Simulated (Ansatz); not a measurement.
# One arrangement of a pair

The pair of F⁻ (SMILES [F-], atom 1) and Si2H6 (SMILES [SiH3][SiH3], atoms 2–9), both closed shells, in one local arrangement (a lower one may exist), relaxed at PBE0-D4/def2-TZVPD:

```
9
angstrom
F -0.5894 -0.1670 -2.0646
Si 0.1078 1.0975 0.6059
Si -0.1125 -0.9245 -0.5857
H 1.4971 1.2207 1.1703
H -0.1508 2.4570 0.0007
H -0.7719 1.0812 1.8264
H 0.3338 -1.5265 0.8224
H 1.0940 -1.5413 -1.2511
H -1.4081 -1.6971 -0.5244
```

Computed with Ansatz 0.2.0 (basis: def2-TZVPPD, with def2-QZVPPD for the basis limit); correlated methods freeze the cores. B3LYP uses VWN-RPA correlation. Extrapolation: Hartree–Fock as exp(−7.88 √X), correlation as X^−2.97. Interaction energies count from these two fragments, frozen as in the pair, with the counterpoise correction; negative means bound.

Task: What is the interaction energy by CCSD(T) at an estimated basis limit (MP2 extrapolated from triple and quadruple zeta, plus CCSD(T) − MP2 in triple zeta)? (An estimate is asked for; the value comes from the calculation.)

Result: The calculation gives: -70.11 kcal/mol. Hartree–Fock alone gives -71.19 kcal/mol at the basis limit. It counts from the two fragments frozen as in the pair.

The same quantity by other methods in triple zeta, and each one's difference from that estimate:
```tsv
method	E_int (kcal/mol)	difference
PBE-D4	-65.16	4.95
revPBE-D4	-64.20	5.91
BLYP-D4	-62.25	7.86
r2SCAN-D4	-70.07	0.04
B97M-V	-72.64	-2.53
PBE0-D4	-69.86	0.25
B3LYP-D4	-66.87	3.23
HSE06-D4	-69.85	0.26
wB97X-V	-68.62	1.49
wB97M-V	-70.02	0.09
B2PLYP	-65.61	4.50
HF	-70.16	-0.05
MP2	-66.70	3.41
CCSD	-67.54	2.57
CCSD(T)	-66.89	3.21
```
Differences are method less estimate.

Task: Which atoms make the shortest contact between the fragments?

Result: F1 and Si3, 1.73 Å apart.

Energy to bend the free fragments (PBE0-D4 minima) into their shapes in the pair, CCSD(T)/def2-TZVPPD: Si2H6 22.57 kcal/mol. This must be added to the interaction energy to get the binding energy from relaxed fragments.

Basis-set superposition shift (counterpoise-corrected less uncorrected): CCSD(T) 2.03; MP2 2.04; HF 0.11; PBE0-D4 0.16; wB97M-V 0.13 kcal/mol.

T1 diagnostic: at most 0.024.

For scale, one of the runs: CCSD(T)/def2-TZVPPD, 238 basis functions, launched by `ansatz run in.yaml --threads 4 --pin off --events-out ev --progress --plain --max-ram 9574MiB`. Hardware: 4 CPU threads of an Arm Neoverse V1, shared host. Wall time 81 s; peak host memory 4.2 GiB.
